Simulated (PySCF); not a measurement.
**Vertical excitation energies**

Species: C2H5ClGe.
InChI=1S/C2H5ClGe/c1-2-4-3/h2H,1,4H2

Computed, not measured: TDDFT PBE0/def2-SVPD, vertical, gas phase, core orbitals frozen in the response (PySCF 2.14.0, density-fitted response routines). Geometry: PBE0-D3(BJ)/def2-SVP, one conformer, isolated molecule. The PBE0/def2-SVPD calculation is non-relativistic and has no spin–orbit coupling, an omission that weighs most on germanium. Torsions of this conformer, `[CH2:1]=[CH:2][GeH2:3][Cl:4]`: C1–C2–Ge3–Cl4 -113°.

Q: List the vertical singlet excitations with oscillator strengths and describe the spectrum.

A: 

```tsv
state	E (eV)	ν̃ (cm⁻¹)	f	|μ| (D)	main configurations (H = HOMO, L = LUMO)
S1	6.11	49260	0.010	0.66	H-1→L (64%), H→L (21%), H-2→L (11%)
S2	6.37	51370	0.010	0.65	H-2→L (61%), H-1→L (25%), H→L (10%)
S3	6.84	55140	0.237	3.02	H→L (55%), H-2→L (21%), H→L+1 (11%)
S4	7.15	57690	0.019	0.84	H-3→L (63%), H-1→L+1 (18%)
S5	7.49	60370	0.049	1.31	H→L+1 (62%), H-3→L (16%), H-1→L+1 (9%)
S6	7.57	61030	0.042	1.21	H-1→L+1 (47%), H-2→L+1 (41%)
S7	7.67	61850	0.102	1.87	H-2→L+1 (36%), H-1→L+1 (17%), H→L+1 (15%)
S8	7.88	63570	0.031	1.02	H→L+2 (72%)
S9	7.97	64310	0.0043	0.38	H-1→L+2 (78%), H→L+3 (12%)
S10	8.02	64710	0.012	0.64	H→L+3 (60%), H-2→L+2 (19%)
```

Triplets (Tamm–Dancoff): T1 4.20 eV, H→L (70%), H-2→L (9%); T2 5.68 eV, H-1→L (61%), H-2→L (14%), H→L (13%); T3 6.08 eV, H-2→L (63%), H-1→L (21%); T4 6.59 eV, H-3→L (50%), H-1→L+1 (17%), H→L+1 (15%).

The lowest singlet lies at 6.11 eV (203 nm, ultraviolet) and is weak; its leading configuration is HOMO-1→LUMO (64%). The most intense listed level is S3 at 6.84 eV (181 nm, f = 0.237), 0.73 eV above S1. Löwdin shares by element: HOMO carbon 64%, chlorine 21%; LUMO carbon 57%, germanium 16%, chlorine 12% (atoms not listed hold the other 15%). The listed states span 1.92 eV, and the widest gap between neighbours is 0.47 eV (S2 to S3). Of the 10 states listed, 9 reach f = 0.01 and none stays under 0.0005. The oscillator strengths of these states sum to 0.517; summed over the whole spectrum of an exact calculation they would give the number of electrons, 66 (Thomas–Reiche–Kuhn). The vertical ionisation energy (ΔSCF) is 10.36 eV, 2.34 eV above S10. Only the lowest 10 singlets were computed, as vertical energies without vibronic structure.

Hardware: Arm Neoverse N1, one thread, no GPU, shared host with 64 logical CPUs at a one-minute load of 54. Cost: 2.4 min of wall time (with the writing of density and orbital grids), 0.68 GiB resident at most.
